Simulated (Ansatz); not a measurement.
A nudged elastic band was laid between two geometries of BFH4N2 + H2 (10 atoms, charge 0, multiplicity 1).

All numbers below come from Ansatz 0.2.0, RKS B3LYP/6-31G*.

```
movable images  : 5
climbing image  : yes
spring          : 5.0 eV/Å²
optimiser       : quadratic models (default)
start path      : through a guess of the saddle point
force threshold : 0.05 eV/Å
iteration limit : 60
end points      : relaxed
```

Image 0:

```xyz
10
Properties=species:S:1:pos:R:3
B -0.042 -0.412 -0.021
N -0.060 -0.173 1.379
H -0.885 -0.240 1.954
H 0.799 -0.093 1.902
F 1.158 -0.407 -0.647
N -1.200 -0.648 -0.802
H -2.143 -0.618 -0.449
H -1.139 -0.755 -1.803
H -0.616 3.252 1.872
H -0.464 2.546 1.691
```

Image 6:

```xyz
10
Properties=species:S:1:pos:R:3
B -0.260 0.516 -0.756
N -0.353 0.506 2.659
H -0.337 -0.195 3.399
H 0.347 0.220 1.976
F 0.829 -0.026 -0.166
N -1.222 -0.326 -1.315
H -1.174 -1.334 -1.250
H -2.068 0.024 -1.738
H -0.352 1.704 -0.814
H -0.002 1.365 3.080
```

Problem. What changes between the two ends?

Solution. Bonds broken: B1–N2, H9–H10. Bonds formed: B1–H9, N2–H10. BFH4N2 + H2 becomes BFH3N + H3N.

Problem. Give the energies along the band, and the barrier.

Solution. The forces met the threshold. The highest image is number 2 of 0 to 6, 54.5 kcal/mol above the first end and 40.9 kcal/mol above the last; the last end lies 13.6 kcal/mol above the first. The profile has 2 maxima (images 2, 4) with wells between them (image 3): this band takes more than one step, which may be the mechanism or a detour left from its start path. Neighbouring images differ by up to 2.3 eV, so the band resolves the path poorly. A vibrational analysis at the climbing image gives one clearly imaginary mode, 1631i cm⁻¹: a first-order saddle point. The orbitals stay closed-shell, which can raise the energy where a bond breaks towards radicals; this wasn't checked here.

| image | path coordinate (Å) | energy (kcal/mol) | B1–N2 (Å) | H9–H10 (Å) | B1–H9 (Å) |
| --- | --- | --- | --- | --- | --- |
| 0 | 0.00 | 0.0 | 1.42 | 0.74 | 4.16 |
| 1 | 1.65 | 1.1 | 1.42 | 0.74 | 3.15 |
| 2 | 3.30 | 54.5 | 1.58 | 1.06 | 1.50 |
| 3 | 5.20 | 13.5 | 1.76 | 2.47 | 1.22 |
| 4 | 7.10 | 19.4 | 1.68 | 2.46 | 1.22 |
| 5 | 9.00 | 14.8 | 2.55 | 3.04 | 1.20 |
| 6 | 10.91 | 13.6 | 3.42 | 3.92 | 1.19 |

Problem. What is the geometry of the highest image?

Solution. 
```xyz
10
Properties=species:S:1:pos:R:3
B -0.135 0.314 0.151
N -0.143 0.135 1.723
H -0.830 -0.504 2.119
H 0.776 0.001 2.138
F 1.113 0.301 -0.391
N -1.197 -0.383 -0.546
H -2.143 -0.264 -0.201
H -1.193 -0.254 -1.553
H -0.441 1.774 0.335
H -0.401 1.334 1.300
```

Run time: 6 min on 1 thread of Arm Neoverse V1, with other jobs on the host, peak memory 0.14 GiB.
